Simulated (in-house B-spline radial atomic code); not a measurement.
Ru³⁺. Computed with a B-spline radial atomic code. Model: all-electron spherical atom, spin shells full or empty, radial basis limit, no spin-orbit coupling: exact exchange with a local potential (Slater, KLI or optimised effective potential, whose far tail is KLI's), no correlation.

Exchange potential has not reached -1/r at the last radius.

The run also made RPA and GW results, which its time includes.

The Slater potential averages the orbital exchange potentials with the orbital densities as weights, KLI adds orbital constants, and the optimised effective potential minimises the exact-exchange energy among local potentials. So their energies lie above Hartree-Fock in the order OEP, KLI, Slater. All fall off as −1/r, unlike LDA and GGA exchange.

Command:
```bash
python run_gw.py task.json out
```
Settings (nuclear radius in fm, other lengths in bohr, energies in hartree):
```
Z                      44
electrons              41
configuration          [Kr] 4d5
hamiltonian            x2c
method                 kli
lmax                   9
rms_radius             4.4809
spin_polarised         True
box_radius             14.14
intervals              101
```

Cost of the run: 20 s on 1 thread of Arm Neoverse N1 (shared host).

Given: hamiltonian one-electron scalar X2C; mean-field start exchange-only KLI.

Computed: energy above Hartree-Fock 18.546 millihartree.

| radius (bohr) | r times exchange potential up (hartree bohr) | r times exchange potential down (hartree bohr) |
| --- | --- | --- |
| 0.00114 | -0.044165 | -0.044355 |
| 0.00142 | -0.054897 | -0.055134 |
| 0.00177 | -0.068212 | -0.068506 |
| 0.00221 | -0.084787 | -0.085155 |
| 0.00276 | -0.1052 | -0.10566 |
| 0.00344 | -0.12992 | -0.13049 |
| 0.00429 | -0.15991 | -0.16062 |
| 0.00536 | -0.19609 | -0.19699 |
| 0.00669 | -0.23843 | -0.23955 |
| 0.00834 | -0.2867 | -0.28808 |
| 0.0104 | -0.34015 | -0.34187 |
| 0.013 | -0.39694 | -0.3991 |
| 0.0162 | -0.4514 | -0.45408 |
| 0.0202 | -0.4981 | -0.50145 |
| 0.0253 | ? | ? |
| 0.0315 | ? | ? |
| 0.0393 | -0.53242 | -0.53899 |
| 0.0491 | -0.54605 | -0.55426 |
| 0.0612 | -0.62345 | -0.63347 |
| 0.0764 | -0.75249 | -0.7644 |
| 0.0954 | -0.87622 | -0.88992 |
| 0.119 | -0.94446 | -0.95925 |
| 0.149 | -0.93239 | -0.94577 |
| 0.185 | -0.90171 | -0.90959 |
| 0.231 | -1.0196 | -1.0285 |
| 0.289 | -1.2492 | -1.2719 |
| 0.36 | -1.3898 | -1.4315 |
| 0.45 | -1.3417 | -1.4107 |
| 0.561 | -1.1087 | -1.2101 |
| 0.7 | -1.0173 | -1.0603 |
| 0.874 | -1.2989 | -1.2184 |
| 1.09 | -1.534 | -1.3692 |
| 1.36 | -1.5981 | -1.3904 |
| 1.7 | -1.5112 | -1.3203 |
| 2.12 | -1.3589 | -1.2249 |
| 2.65 | -1.2177 | -1.1431 |
| 3.3 | -1.1226 | -1.0875 |

(1) What belongs in the row 0.0253?

(2) What belongs in the row 0.0315?

| occupied | level (hartree) | Hartree-Fock level (hartree) |
| --- | --- | --- |
| 1s up | -806.2 | -818.41 |
| 1s down | -806.36 | -818.41 |
| 2s up | -117.34 | -121.75 |
| 2s down | -117.44 | -121.7 |
| 2p up | -105.28 | -108.97 |
| 2p down | -105.4 | -108.92 |
| 3s up | -22.059 | -23.786 |
| 3s down | -22.181 | -23.76 |
| 3p up | -18.089 | -19.471 |
| 3p down | -18.208 | -19.439 |
| 3d up | ? | ? |
| 3d down | ? | ? |
| 4s up | -4.3851 | -4.8752 |
| 4s down | -4.3054 | -4.5583 |
| 4p up | -3.2812 | -3.6007 |
| 4p down | -3.1893 | -3.1915 |
| 4d up | -1.6933 | -1.6963 |

(3) What belongs in the row 3d up?

(4) What belongs in the row 3d down?

```
  empty  level (hartree)
4d down          -1.5949
  5s up          -1.3201
5s down                ?
  5p up          -1.0516
5p down                ?
  5d up          -0.6902
5d down         -0.67506
  6s up         -0.64767
6s down         -0.63716
```

(5) What belongs in the row 5s down?

(6) What belongs in the row 5p down?

Results:

(1) r times exchange potential up (hartree bohr): -0.52959; r times exchange potential down (hartree bohr): -0.53379.

(2) r times exchange potential up (hartree bohr): -0.53862; r times exchange potential down (hartree bohr): -0.54386.

(3) level (hartree): -11.693; Hartree-Fock level (hartree): -12.537.

(4) level (hartree): -11.794; Hartree-Fock level (hartree): -12.458.

(5) level (hartree): -1.2779.

(6) level (hartree): -1.0216.

The highest level, 4d up, differs from Hartree-Fock by +0.081 eV and the deepest, 1s down, by +328 eV: a local potential can match the highest level but can't give each shell its own exchange.
